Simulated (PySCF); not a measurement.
C3H4BNO2, SMILES O=C1CB(O)C=N1.

The structure is a stationary point at PBE0-D3(BJ)/def2-SVP. The structure was generated by enumeration, and PubChem lists no compound with its InChIKey, so it may never have been made. One conformer was computed; it need not be the lowest.

Level of theory: M06-2X/def2-TZVP (PySCF).

Symmetry labels are those of the subgroup Cs that the program uses (full group Cs).

Computed valence orbital energies around the gap with their symmetry:
| orbital | symmetry | energy (eV) |
|---|---|---|
| HOMO−7 | A' | -14.07 |
| HOMO−6 | A' | -13.37 |
| HOMO−5 | A" | -13.12 |
| HOMO−4 | A" | -12.27 |
| HOMO−3 | A' | -11.33 |
| HOMO−2 | A" | -10.95 |
| HOMO−1 | A' | -10.20 |
| HOMO | A' | -8.74 |
| LUMO | A" | -1.61 |
| LUMO+1 | A' | 0.72 |
| LUMO+2 | A" | 0.76 |
| LUMO+3 | A' | 1.52 |
